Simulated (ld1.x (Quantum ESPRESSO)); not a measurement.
**fluorine (F), TM: configuration errors across variants**

- Element: fluorine
- Generator: ld1.x (Quantum ESPRESSO) 7.5
- Type: norm-conserving Troullier–Martins (Kleinman–Bylander form)
- Functional: PBEsol
- Relativity: scalar-relativistic
- Frozen core: [He]
- Valence charge: 7
- Reference configuration: 2s2 2p4 (charge +1)
- Partial waves: 2s (bound): rc 0.50 bohr; 3d channel at -0.05 Ry: rc 0.85 bohr; 2p (bound): rc 0.80 bohr
- Local potential: the p channel
- Core correction: none

All-electron excitation energies from the reference (eV): (1) 2s2 2p5 -19.317; (2) 2s2 2p3 38.278; (3) 2s2 2p2 98.767; (4) 2s2 2p4.5 -11.807; (5) 2s1 2p6 -0.621; (6) 2s1 2p5 18.988; (7) 2s2 2p1 184.360.

2 further variants failed, have other tests or another functional or relativity, and are left out.

Errors AE − PS in meV (a dash: test not solved or not reliable):

| change | (1) | (2) | (3) | (4) | (5) | (6) | (7) | bound ghosts |
| --- | --- | --- | --- | --- | --- | --- | --- | --- |
| base | +2.9 | +7.5 | +76 | +1.5 | +43 | +34 | +325 | none |
| wave 3d channel at -0.05 Ry: rc 0.85 bohr becomes 3d channel at -0.05 Ry: rc 1.10 bohr | +2.9 | +7.5 | +76 | +1.5 | +43 | +34 | +325 | none |
| all radii scaled by about 0.82 (s 0.40, p 0.66, d 0.70 bohr) | +6.5 | +16 | +119 | +2.6 | +119 | +93 | +465 | not determined |
| core correction a·sin(br)/r model core inside 0.32 bohr | +1.6 | +2.9 | +43 | +1.1 | +21 | +17 | +203 | none |
| wave 3d channel at -0.05 Ry: rc 0.85 bohr becomes 3d channel at 0.58 Ry: rc 0.85 bohr | +2.9 | +7.5 | +76 | +1.5 | +43 | +34 | +325 | none |
| wave 2p (bound): rc 0.80 bohr becomes 2p (bound): rc 0.90 bohr | +1.6 | +8.4 | +91 | +1.2 | +52 | +39 | +402 | none |
| wave 2s (bound): rc 0.50 bohr becomes 2s (bound): rc 0.36 bohr | +5.8 | +16 | +126 | +2.5 | +141 | +111 | +514 | not determined |
| wave 2p (bound): rc 0.80 bohr becomes 2p (bound): rc 0.88 bohr | +1.9 | +8.1 | +87 | +1.3 | +50 | +38 | +382 | none |
| wave 3d channel at -0.05 Ry: rc 0.85 bohr becomes 3d channel at -0.05 Ry: rc 1.08 bohr | +2.9 | +7.5 | +76 | +1.5 | +43 | +34 | +325 | none |

Q: Give the same row for: local potential all-electron potential smoothed inside 0.60 bohr (lloc = -1).

A: +4.7, +11, +89, +2.0, +45, +34, +351; bound ghosts: none.
